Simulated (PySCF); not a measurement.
These 2 structures share the formula C9H9BO2. The calculation used PBE0-D3(BJ)/def2-SVP geometry optimisation, gas phase in PySCF 2.14.0. Energies are electronic, without zero-point or thermal terms, for one conformer each. No frequencies were run at this level. Point groups hold within 0.08 Å.

Question: Order them by energy at this level, lowest first, and give relative energies in kJ/mol.
A. `[CH3:1][c:2]1[cH:3][cH:4][c:5]([C:6]#[C:7][B:8]([OH:9])[OH:10])[cH:11][cH:12]1` with C7–B8–O9–H 180°, C7–B8–O10–H 180°
B. `[BH2-:1]1[O:2][CH:3]=[CH:4][C:5]([c:6]2[cH:7][cH:8][cH:9][cH:10][cH:11]2)=[O+:12]1` with C4–C5–C6–C7 4°, O12–B1–O2–C3 39°, B1–O2–C3–C4 -15°, C3–C4–C5–C6 -163°, O2–B1–O12–C5 -40°

Answer: A (0.0), B (69.0).

As drawn, the lower has an O–H bond, which the higher lacks.

```json
{"SMILES": "Cc1ccc(C#CB(O)O)cc1", "E (Eh)": "-522.77331", "E rel (kJ/mol)": "0.0", "dipole (D)": "1.11", "point group": "near Cs", "A, B, C (MHz)": "3588, 318.8, 293.4"}
{"SMILES": "[BH2-]1OC=CC(c2ccccc2)=[O+]1", "E (Eh)": "-522.74705", "E rel (kJ/mol)": "69.0", "dipole (D)": "5.55", "point group": "C1", "A, B, C (MHz)": "2831, 549.9, 464.9"}
```
